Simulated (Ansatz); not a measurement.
System: CH₇NSi, net charge 0, singlet state. 
Structure (B3LYP-D3(BJ)/def2-TZVP (Ansatz, a program for electronic structure) minimum search):
```xyz
10

C     -1.6126     0.4066    -0.4022
N     -0.4868     0.2290     0.5037
Si     1.0678    -0.2976    -0.0086
H     -2.1571    -0.5221    -0.6138
H     -1.2533     0.8015    -1.3549
H     -2.3225     1.1326     0.0005
H     -0.7619     0.0269     1.4522
H      1.1173    -1.6794    -0.5665
H      1.5478     0.6091    -1.0798
H      1.9631    -0.2452     1.1702
```

Basis-set convergence of Hartree-Fock and MP2 correlation energies (hartree) with Ansatz. Valence correlation only, unless marked. No spin-orbit coupling. Non-relativistic.

```
basis        functions       E(HF)  E(corr, MP2)
-----------  ---------  ----------  ------------
cc-pV(D+d)Z         86  -385.34096      -0.42306
cc-pV(T+d)Z        197  -385.38738      -0.52407
cc-pV(Q+d)Z        384  -385.39844      -0.55962
```

Extrapolating the two largest sets (X = 3 and 4) as X^-3: E(corr) = (64·(-0.55962) - 27·(-0.52407))/37 = -0.5856 Eh, an estimate of the basis-set limit. The largest set recovers 95.6 % of it, the smallest 72.2 %.
